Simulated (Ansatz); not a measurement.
Input for Ansatz (a program for electronic structure): R-r2SCAN/def2-TZVPPD on GeH4 (SMILES [GeH4]) with ghost functions, monomers drawn apart or pushed together. Files ending in .json are basis or fitting sets from the Basis Set Exchange.

Ansatz 0.2 input:
```yaml
crystal:
  periodic: [false, false, false]
  atoms:
    - {symbol: Ge, position_ang: [-0.24288658, 0.27149891, 4.97732050]}
    - {symbol: H, position_ang: [-0.04799889, -1.24495272, 5.08734720]}
    - {symbol: H, position_ang: [-1.47779718, 0.58679599, 4.11827811]}
    - {symbol: H, position_ang: [0.99903931, 0.93829858, 4.37431092]}
    - {symbol: H, position_ang: [-0.48206478, 0.84759855, 6.38727398]}
basis:
  gaussian:
    orbitals: def2-TZVPPD.json
    ghost_atoms:
      - {symbol: C, position_ang: [0.35853575, 0.16298579, -0.04924378]}
      - {symbol: O, position_ang: [0.30316989, -1.01430710, 0.74658696]}
      - {symbol: H, position_ang: [0.23727688, -0.05768253, -1.11469419]}
      - {symbol: H, position_ang: [1.34422351, 0.59901340, 0.10437426]}
      - {symbol: H, position_ang: [-0.39573701, 0.89756779, 0.25229461]}
      - {symbol: H, position_ang: [-0.56022166, -1.42439580, 0.63417151]}
hamiltonian:
  xc: {name: r2SCAN}
scf: {lower_state_search: off}
```

It printed:

```
Functional definition: r2SCAN
[...]
these checks for a lower state are left out or cut short: stability, starts, cluster_reference, orbital_swaps, neighbouring_geometries, increment
integrals: 0.17 GiB planned
1155 factors; their error is unknown
mean field: 1.21 GiB planned
mean field evaluation 1: about -56582.2204 eV, gradient 1.9e1 eV
mean field evaluation 2: about -56582.4810 eV, gradient 1.9e1 eV
mean field evaluation 4: about -56582.6756 eV, gradient 5.4e-1 eV
mean field evaluation 8: about -56582.6722 eV, gradient 2.2e-3 eV
mean field -56582.67216037 eV, -2079.3748487810 hartree, gradient 2.7e-6 eV, S^2 0.000000; 0 other end points of the search recorded, 0 dependent functions left out
reference -56582.67217180 eV, -2079.3748492008 hartree; 18, 18 occupied and 249, 249 virtual orbitals, 1155 factors
Total energy: -56582.67217180 eV, -2079.3748492008 hartree
Checks for a lower state left out: stability, starts, cluster_reference, orbital_swaps, neighbouring_geometries, increment
```

The calculation finished and met its thresholds.

Cost: roughly 4 core-seconds.
